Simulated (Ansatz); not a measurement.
Gas-phase electronic energies from Ansatz, PBE0-D4/def2-TZVP geometries. CCSD(T)/CBS adds triple-zeta CCSD(T) − MP2 to the extrapolated MP2 energy (def2 sets, frozen cores). This one scheme is used for every species. DFT in def2-TZVPP. B3LYP here is the variant with VWN-RPA as its local correlation; programs differ in this. HSE06 is defined as in plane-wave codes. Each species was taken in one conformer, which may not be the lowest.

Reaction (formal hydrolysis of the Al–O bond): `C[O][Al]([NH2])[SH]` + H₂O → `[NH2][Al]([OH])[SH]` + CH₃OH

```
             level  ΔE (kJ/mol)  difference from CCSD(T)/CBS
       LDA (SPW92)         -1.0                         -0.6
            PBE-D4         -1.4                         -1.0
           BLYP-D4          0.1                          0.5
         r2SCAN-D4         -2.3                         -1.9
            B97M-V         -2.5                         -2.1
           PBE0-D4         -1.2                         -0.8
          B3LYP-D4          0.1                          0.5
        r2SCANh-D4         -2.1                         -1.7
        r2SCAN0-D4         -1.8                         -1.4
          HSE06-D4         -1.2                         -0.8
          BHLYP-D4          0.2                          0.6
      CAM-B3LYP-D4         -1.2                         -0.8
           ωB97X-V         -2.7                         -2.3
           ωB97M-V         -2.5                         -2.1
          PBE-QIDH         -2.4                         -2.0
               PBE         -4.6                         -4.2
            revPBE         -6.2                         -5.8
              BLYP         -5.8                         -5.4
            r2SCAN         -3.4                         -3.0
              PBE0         -4.1                         -3.7
             B3LYP         -4.8                         -4.4
           r2SCANh         -3.3                         -2.9
           r2SCAN0         -3.2                         -2.8
             HSE06         -4.1                         -3.7
             BHLYP         -4.2                         -3.8
         CAM-B3LYP         -4.4                         -4.0
           LC-ωPBE         -4.7                         -4.3
RPA@PBE/def2-TZVPP         -1.7                         -1.3
       HF/def2-SVP         -2.4                         -2.0
      MP2/def2-SVP          0.0                          0.4
     CCSD/def2-SVP         -0.2                          0.2
  CCSD(T)/def2-SVP          0.5                          0.9
     HF/def2-TZVPP         -5.1                         -4.7
    MP2/def2-TZVPP         -0.8                         -0.4
SCS-MP2/def2-TZVPP         -1.9                         -1.5
CCSD(T)/def2-TZVPP         -1.3                         -0.9
     HF/def2-QZVPP         -4.5                         -4.1
    MP2/def2-QZVPP         -0.1                          0.3
SCS-MP2/def2-QZVPP         -1.3                         -0.9
     MP2/CBS(def2)          0.0                          0.4
       CCSD(T)/CBS         -0.4                            0
```

Question: What do rigid-rotor, harmonic-oscillator terms from PBE0-D4/def2-TZVP frequencies (298.15 K, 1 bar) make of the CCSD(T)/CBS value? (Estimate.)

Answer: Ansatz gave: ΔZPE = +3.8 kJ/mol, ΔH = -0.1 kJ/mol, ΔS = -3 J/(mol·K), ΔG = +0.7 kJ/mol. Modes under 50 cm⁻¹ make the entropy rough.

Largest T1 diagnostic among the species: 0.011.

In def2-TZVPP, CCSD(T) changes the Hartree–Fock value by +3.8 kJ/mol (the triples alone add +0.7 kJ/mol) and MP2 by +4.3 kJ/mol. The D4 term adds +4.9 kJ/mol with B3LYP and +3.0 kJ/mol with PBE0; it sums over pairs of atoms, weighted by their polarisabilities, and B3LYP, whose exchange is more repulsive, gets the larger term. Leaving LDA and LC-ωPBE aside and taking each functional with its dispersion term where it has one, the values, not all of them listed here, spread over 3.5 kJ/mol, from B2PLYP to BHLYP-D4. LDA lies +3.6 kJ/mol from PBE without D4.

CCSD(T)/CBS has its own doubt, a few kJ/mol and more with outer-core shells, so smaller differences from it don't rank the levels.
